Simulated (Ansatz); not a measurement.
Consider the atomization: `[SiH3][GaH][Cl]` → Cl• + Ga• + 4 H• + Si•.

Computed with Ansatz on PBE0-D4/def2-TZVP structures; ΔE is electronic, products minus reactants. CCSD(T)/CBS adds triple-zeta CCSD(T) − MP2 to the extrapolated MP2 energy (def2 sets, frozen cores). This one scheme is used for every species, atoms too. DFT in def2-TZVPP. B3LYP here is the variant with VWN-RPA as its local correlation; programs differ in this. Open shells (•) are unrestricted, without spin–orbit coupling. Spin–orbit coupling would lower the free atoms: a little for Cl, Si; clearly for Ga. Bonds to Ga are less sure, by a few kJ/mol each and by 10 to 20 or more in all where they break to atoms, as the def2 sets lack core-valence functions. Scalar relativity is left out up to krypton.

(1) What is ΔE at CCSD(T)/CBS? (Best estimate.)

(2) What do these levels give: LDA (SPW92), PBE-D4, B97M-V, B3LYP-D4, ωB97X-V, B2PLYP, B3LYP, r2SCANh, CAM-B3LYP, LC-ωPBE, MP2/def2-SVP, HF/def2-TZVPP? (An estimate is asked.)

Largest T1 diagnostic among the species: 0.013.

## Answers

(1) Computed: +1846.0 kJ/mol.

(2) Computed: LDA (SPW92) 2031.5, PBE-D4 1811.6, B97M-V 1863.5, B3LYP-D4 1817.4, ωB97X-V 1858.2, B2PLYP 1802.2, B3LYP 1793.0, r2SCANh 1837.8, CAM-B3LYP 1815.4, LC-ωPBE 1815.4, MP2/def2-SVP 1713.1, HF/def2-TZVPP 1406.6 kJ/mol.

The D4 term adds +24.4 kJ/mol with B3LYP and +12.8 kJ/mol with PBE0; it sums over pairs of atoms, weighted by their polarisabilities, and B3LYP, whose exchange is more repulsive, gets the larger term. In def2-TZVPP, CCSD(T) changes the Hartree–Fock value by +400.7 kJ/mol (the triples alone add +18.9 kJ/mol) and MP2 by +393.8 kJ/mol; breaking electron pairs costs correlation energy, which Hartree–Fock lacks.

For atomizations the MP2-based limit and the directly extrapolated one differ by several kJ/mol either way, and by 10 to 25 for some Ge, Se and Sn compounds, so smaller differences from it don't rank the levels.
